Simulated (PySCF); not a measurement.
Vertical excitations of a molecule C4H6ClF from TDDFT-PBE/def2-SVPD in PySCF, as energy in eV (oscillator strength): 5.36 (0.000), 5.60 (0.005), 6.25 (0.365), 6.37 (0.002), 6.57 (0.000), 6.77 (0.001), 7.11 (0.016), 7.32 (0.002), 7.37 (0.009), 7.45 (0.003). Lowest triplet (TDA): 4.03 eV. The structure is a stationary point at PBE-D3(BJ)/def2-SVP. One conformer was computed; it need not be the lowest.

### Question
Which structure fits?
(A) F[C@H]1C[C@@H](Cl)C1
(B) F/C=C/CCCl
(C) F[C@@H]1CC[C@H]1Cl
(D) C/C(F)=C(\C)Cl

### Answer
D, C/C(F)=C(\C)Cl
